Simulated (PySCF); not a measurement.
All of these have the formula C2H7FSSi. Computed with PySCF 2.14.0, density-fitted response routines, TDDFT wB97X-D/def2-SVPD, vertical, gas phase, core orbitals frozen in the response. Geometries: GFN2-xTB; one conformer of each isolated species. Triplets are in the Tamm–Dancoff approximation.

A. `FCC[SiH2]S`
B. `CSC[SiH2]F`
C. `C[C@H](F)[SiH2]S`
D. `CS[SiH2]CF`

Lowest singlet levels (six at most, fewer where fewer were computed) with oscillator strengths:

1. 198 nm (f 0.003); 195 nm (f 0.037); 171 nm (f 0.003); 158 nm (f 0.003); 155 nm (f 0.039); 155 nm (f 0.008); T1 5.89 eV
2. 220 nm (f 0.002); 202 nm (f 0.016); 180 nm (f 0.002); 168 nm (f 0.014); 166 nm (f 0.012); 164 nm (f 0.008); T1 5.32 eV
3. 235 nm (f 0.008); 213 nm (f 0.013); 188 nm (f 0.002); 187 nm (f 0.002); 172 nm (f 0.035); 168 nm (f 0.032); T1 4.90 eV
4. 196 nm (f 0.017); 192 nm (f 0.019); 175 nm (f 0.018); 162 nm (f 0.006); 159 nm (f 0.035); 157 nm (f 0.020); T1 5.92 eV

Question: Which spectrum belongs to which structure?

Answer: 1 = A, 2 = D, 3 = B, 4 = C.
- A: S1 at 6.25 eV, HOMO→LUMO+1 (57%), HOMO→LUMO (16%), HOMO→LUMO+6 (11%); Löwdin shares by element: HOMO sulfur 75%, silicon 11%, hydrogen 6% or more; LUMO sulfur 46%, silicon 20%, hydrogen 16% or more (atoms not listed hold the other 18%); HOMO -9.21 and LUMO 1.70 eV.
- B: S1 at 5.28 eV, HOMO→LUMO (75%); Löwdin shares by element: HOMO sulfur 67%, carbon 21%; LUMO silicon 28%, sulfur 24%, hydrogen 9% or more, carbon 8% or more (atoms not listed hold the other 31%); HOMO -8.33 and LUMO 1.54 eV.
- C: S1 at 6.32 eV, HOMO→LUMO (60%), HOMO→LUMO+2 (22%), HOMO→LUMO+1 (9%); Löwdin shares by element: HOMO sulfur 72%, silicon 11%, hydrogen 6% or more; LUMO sulfur 32%, silicon 24%, hydrogen 16% or more (atoms not listed hold the other 28%); HOMO -9.24 and LUMO 1.65 eV.
- D: S1 at 5.64 eV, HOMO→LUMO (73%), HOMO→LUMO+1 (15%); Löwdin shares by element: HOMO sulfur 71%, carbon 10% or more, silicon 9%; LUMO sulfur 33%, silicon 22%, carbon 9% or more, hydrogen 8% or more (atoms not listed hold the other 28%); HOMO -8.84 and LUMO 1.57 eV; point group Cs.
A and C have S1 within 0.08 eV of each other; their strongest listed levels stand at 7.97 eV (f 0.039) and 7.77 eV (f 0.035).
